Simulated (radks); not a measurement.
Excited configurations of the thallium ion Tl2+: one electron is placed in a higher orbital outside [Xe] 4f14 5d10. The ground configuration is [Xe] 4f14 5d10 6s1. Calculated with a radial shooting solver on a logarithmic mesh with Libxc functionals: scalar-relativistic Kohn-Sham, PBE, spin-polarised, spherical densities, point nucleus; open shells are filled with parallel spins first (spin-orbit coupling, left out, can overturn this in heavy ions). Excitation = E - E(ground); binding = E(ion) - E, where the ion is the core of charge +3; n* = 3/sqrt(2 binding) in atomic units, and the quantum defect is n - n*.

outer orbital  excitation (eV)  binding (eV)     n*  quantum defect  eigenvalue (eV)  <r> (bohr)
6p                       9.469        20.900  2.421           3.579          -17.317       2.866
6d                      18.426        11.943  3.202           2.798           -9.823       4.390
6f                      24.677         5.693  4.638           1.362           -4.686       8.998
7s                      17.172        13.197  3.046           3.954          -11.430       4.870
7p                      19.910        10.459  3.422           3.578           -8.977       5.842
7d                      23.210         7.160  4.136           2.864           -6.068       8.006
7f                      26.345         4.024  5.516           1.484           -3.420       13.77

Estimate the row for 5f.

Answer. excitation (eV) 22.035; binding (eV) 8.334; n* 3.833; quantum defect 1.167; eigenvalue (eV) -6.556; <r> (bohr) 5.271. The Delta-SCF ionisation energy is 30.369 eV (NIST Atomic Spectra Database: 29.852 eV, measured). Self-interaction in the functional shifts the binding energies and quantum defects, so they are the method's values and not measured ones.
